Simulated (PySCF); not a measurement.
From MP2 to CCSD(T): MH along group 14

MP2 and CCSD(T) in PySCF with def2-TZVPPD on every atom (core potentials on Sn), for the lowest determinant that a PBE0 search found; no spin–orbit coupling.

```tsv
molecule	state (unpaired electrons)	MP2 Re (Å)	MP2 ωe (cm⁻¹)	MP2 De (eV)	CCSD(T) Re (Å)	CCSD(T) ωe (cm⁻¹)	CCSD(T) De (eV)
CH	doublet (π ↑)	1.113	2952	3.40	1.121	2849	3.55
SiH	doublet (π ↑)	1.516	2101	2.95	?	?	?
GeH	doublet (π ↑)	1.578	1976	2.74	1.591	1907	2.93
SnH	doublet (π ↑)	1.751	1795	2.44	1.766	1731	2.66
```

(1) Estimate the CCSD(T) values of SiH by adding the mean shift from MP2 to CCSD(T) of the other rows, and compare with the calculation.

(2) What are the mean differences of MP2 from CCSD(T) over the whole series?

In a basis of this size CCSD(T) is itself not converged; it tends to give bonds that are too long and too weak.

Correlated steps freeze the inner cores (1 to 9 orbitals); shallow outer-core shells are correlated. Spin–orbit coupling is left out, which matters for elements this heavy, above all for dissociation energies. States were picked by a PBE0 search and need not be the measured ground states.

## Answers

(1) The mean shifts are +1.2 pm, -79 cm⁻¹ and +0.19 eV, which give 1.528 Å, 2022 cm⁻¹ and 3.14 eV. CCSD(T)/def2-TZVPPD gives Re = 1.524 Å, ωe = 2042 cm⁻¹, De = 3.12 eV.

(2) Re -1.1 pm, ωe +74 cm⁻¹, De -0.18 eV.
